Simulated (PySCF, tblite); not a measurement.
Isomers of C5H15N3Si. Computed values, GFN2-xTB/tblite, gas phase, harmonic and unscaled. The method is semi-empirical: single wavenumbers can be off by several per cent or more. Modes of hydrogen on silicon can be 10 to 20 % off. One conformer each.

Electronic energies: PBE0/pcSseg-1 single points on the GFN2-xTB geometries (PySCF, gas phase).

| SMILES | electronic energy, lowest = 0 (kJ/mol) |
| --- | --- |
| C=N[Si@H](CNC)N(C)C | 158.6 |
| C=N[C@@H](CC)[Si@@H](N)NC | 66.1 |
| C=C(C)CN[Si@H](N)NC | 0.0 |
| CN1CC[Si@@]1(N)CCN | 4.0 |
| CN[Si@@H](N)NCC1CC1 | 17.4 |

Q: How do GFN2-xTB zero-point energies change the relative energies?

A: 
| SMILES | ZPE (kJ/mol) | of it from modes above 1550 cm⁻¹ | electronic (kJ/mol) | with ZPE, lowest = 0 (kJ/mol) | lowest mode (cm⁻¹) | rings |
| --- | --- | --- | --- | --- | --- | --- |
| C=C(C)CN[Si@H](N)NC | 526.7 | 285.4 | 0.0 | 0.0 | 22 | 0 |
| CN1CC[Si@@]1(N)CCN | 540.0 | 284.8 | 4.0 | 17.4 | 38 | 1 |
| CN[Si@@H](N)NCC1CC1 | 532.7 | 276.2 | 17.4 | 23.5 | 25 | 1 |
| C=N[C@@H](CC)[Si@@H](N)NC | 526.7 | 281.2 | 66.1 | 66.1 | 36 | 0 |
| C=N[Si@H](CNC)N(C)C | 525.3 | 272.0 | 158.6 | 157.2 | 44 | 0 |

The zero-point energies span 14.7 kJ/mol, from `C=N[Si@H](CNC)N(C)C` to `CN1CC[Si@@]1(N)CCN`. The order is unchanged.

Q: And how do the electronic energies of GFN2-xTB itself compare?

A: `C=C(C)CN[Si@H](N)NC` 8.7; `CN1CC[Si@@]1(N)CCN` 78.9; `CN[Si@@H](N)NCC1CC1` 0.0; `C=N[C@@H](CC)[Si@@H](N)NC` 72.2; `C=N[Si@H](CNC)N(C)C` 111.2 kJ/mol, lowest = 0. Against the energies above, taken from the same isomer `C=C(C)CN[Si@H](N)NC`, the largest difference is 66.2 kJ/mol.

Q: What do entropy and thermal enthalpy add at 298.15 K and 1 bar (rigid rotor, harmonic oscillator, one conformer each)?

A: 
```csv
SMILES,point group,symmetry number,S (J/(mol K)),H − H(0) (kJ/mol),ZPE + H − H(0) − TS (kJ/mol)
CN1CC[Si@@]1(N)CCN,C1,1,458.5,35.26,438.6
CN[Si@@H](N)NCC1CC1,C1,1,473.6,36.20,427.7
C=N[C@@H](CC)[Si@@H](N)NC,C1,1,479.6,38.04,421.7
C=N[Si@H](CNC)N(C)C,C1,1,484.0,37.97,419.0
```

Not tabulated: `C=C(C)CN[Si@H](N)NC` (lowest mode only 22 cm⁻¹).
